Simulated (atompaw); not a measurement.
# PBEsol PAW (atompaw) dataset for germanium (Ge), scalar-relativistic all-electron reference.

atompaw 4.2.0.5 input, output lines left out:

```
Ge 32
GGA-PBESOL scalarrelativistic loggrid 1500 logderivrange -5 5 251
4 4 3 0 0 0
4 0 1
4 1 0
0 0 0
c
c
c
v
c
c
v
c
1
1.80 1.65 1.40 1.60
y
2.1
n
y
-1.8
n
custom rrkj gramschmidtortho besselshape
bessel
1.80
1.80
0.75
0.75
```

All-electron outer shells of the reference configuration (PBEsol, scalar-relativistic, ld1.x):

```json
{"shell": "4s", "level (eV)": "-40.39", "outermost node (bohr)": "0.76", "outermost maximum (bohr)": "1.62"}
{"shell": "4p", "level (eV)": "-29.96", "outermost node (bohr)": "0.81", "outermost maximum (bohr)": "1.86"}
```

(1) Estimate the cutoffs (Ry, on a coarse ladder) from which the occupation-weighted sum of valence levels, in a spherical-Bessel basis at the reference potential, stays within 10 and 1 mRy of its value at 400 Ry.

(2) Does the potential have ghost states?

(3) Is the overlap operator S = 1 + Σ q|β⟩⟨β| positive definite (Bessel basis up to 400 Ry)?

Results:

(1) 8 Ry and 12 Ry. The cutoffs count occupied waves only; the empty 4p level needs 100 Ry at the loose tolerance.

(2) Ghost state, extra bound levels that the all-electron valence spectrum of the same l lacks: p at -147.5 eV. A true bound ghost makes a file unfit for plane-wave use.

(3) Yes: its lowest eigenvalue is 0.59 (s channel).
